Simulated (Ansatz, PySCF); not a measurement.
Process, species as SMILES: N[Si](Cl)(Cl)Cl + H+ -> [NH3+][Si](Cl)(Cl)Cl
Each molecule is optimised on its own at B3LYP-D3(BJ)/def2-TZVP (Ansatz, a quantum-chemistry and plane-wave program), one conformer each, not searched for the lowest. Frequencies are from Ansatz.

Quantity: proton affinity (enthalpy at 298 K, with B3LYP-D3(BJ) rigid-rotor harmonic-oscillator terms), positive where the reaction releases energy, in eV. Cores are frozen in the correlated levels unless marked. Spin-orbit coupling is left out. Non-relativistic. Basis-set limits of correlation are two-point, X^-3; Hartree-Fock from the larger set. The bracket is a focal-point correction in the basis named.

```json
[
 {"level": "HF-D3(BJ)/def2-TZVPD", "program": "PySCF + dftd3", "proton affinity (eV)": "8.77", "minus last row": "0.22"},
 {"level": "PBE-D4/def2-TZVPD", "program": "Ansatz + dftd4", "proton affinity (eV)": "8.56", "minus last row": "0.01"},
 {"level": "revPBE/def2-TZVPD", "program": "Ansatz", "proton affinity (eV)": "8.65", "minus last row": "0.10"},
 {"level": "TPSSh-D4/def2-TZVPD", "program": "PySCF + dftd4", "proton affinity (eV)": "8.65", "minus last row": "0.10"},
 {"level": "r2SCAN0-D4/def2-TZVPD", "program": "Ansatz + dftd4", "proton affinity (eV)": "8.55", "minus last row": "0.00"},
 {"level": "HSE06-D3(BJ)/def2-TZVPD", "program": "Ansatz + dftd3", "proton affinity (eV)": "8.60", "minus last row": "0.05"},
 {"level": "B2PLYP-D3(BJ)/def2-TZVPD", "program": "Ansatz + dftd3", "proton affinity (eV)": "8.52", "minus last row": "-0.03"},
 {"level": "SCS-MP2/6-31G*", "program": "Ansatz", "proton affinity (eV)": "8.49", "minus last row": "-0.06"},
 {"level": "CCSD/6-31G*", "program": "Ansatz", "proton affinity (eV)": "8.53", "minus last row": "-0.02"},
 {"level": "RI-MP2/CBS(cc-pV(T+d)Z,cc-pV(Q+d)Z)+[CCSD(T)-MP2]/cc-pV(T+d)Z", "program": "Ansatz", "proton affinity (eV)": "8.55", "minus last row": "0.00"}
]
```
